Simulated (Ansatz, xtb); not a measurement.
# CH2SSe: which of two isomers lies lower

We compare a, `SC=[Se]`, a singlet, with b, `S=C[SeH]`, a singlet. Both are isolated molecules in the gas phase, relaxed with B3LYP-D3(BJ)/def2-SVP; the shapes shown needn't be the lowest conformers.

a (Å):

```xyz
5

C     0.4057    0.3995    1.2799
S    -0.8324    1.5985    1.1348
Se    1.0641   -0.3742    2.7326
H    -1.0946    1.7183    2.4611
H     0.7858    0.1344    0.2824
```

b (Å):

```xyz
5

C    -0.4358    1.0433    1.6903
S    -0.3909    1.8374    0.2786
Se    0.7362   -0.2938    2.3444
H    -1.2151    1.2318    2.4465
H     1.5974   -0.2878    1.1442
```

Energies in hartree; the thermal terms are from B3LYP-D3(BJ)/def2-SVP harmonic frequencies (ideal gas, rigid rotor, one conformer each, 298.15 K, 1 atm) and include the zero-point energy:

|  | a | b |
| --- | --- | --- |
| E, CCSD(T)/def2-TZVPP | −2837.063227 | −2837.061783 |
| zero-point energy | 0.025311 | 0.024363 |
| H(298 K) − E | 0.030128 | 0.029300 |
| G(298 K) − E | −0.002430 | −0.003463 |

**Question.** Work out ΔE, ΔE₀, ΔH and ΔG for a → b in kcal/mol (1 Eh = 627.51 kcal/mol) and the equilibrium ratio [b]/[a].

**Answer.** 1. ΔE = −2837.061783 − (−2837.063227) = +0.001444 Eh = +0.91 kcal/mol.
2. ΔE₀ = ΔE + ΔZPE = +0.001444 + (−0.000948) Eh = +0.31 kcal/mol.
3. ΔH = ΔE + (−0.000828) Eh = +0.39 kcal/mol.
4. ΔG = ΔE + (−0.001033) Eh = +0.26 kcal/mol, so ΔS = (ΔH − ΔG)/T = +1.8 J/(mol K).
5. kT = 0.9442 mEh, so K = [b]/[a] = exp(−ΔG/kT) = exp(−0.44) ≈ 0.65.

The two are too close for this level to say which is favoured. An error of 1 kcal/mol in ΔG would change K by a factor of 5.4. Mirror images and further conformers aren't counted.

As drawn, b has 1 C=S, 1 C–Se, 1 Se–H in place of 1 C–S, 1 C=Se, 1 S–H.

Other levels gave ΔE = +6.4 (GFN2-xTB); +6.1 (HF/STO-3G, GFN2-xTB geometries); +1.0 (r2SCAN-D4/def2-SVP, GFN2-xTB geometries); +0.8 (B3LYP-D3(BJ)/def2-SVP); +1.0 (HF/def2-TZVPP); +1.3 (MP2/def2-TZVPP) kcal/mol. The correlated steps freeze 15 core orbitals; the filled d shell of Se is correlated, in a basis made for valence electrons. Programs: Ansatz 0.2.0, xtb 6.7.1.
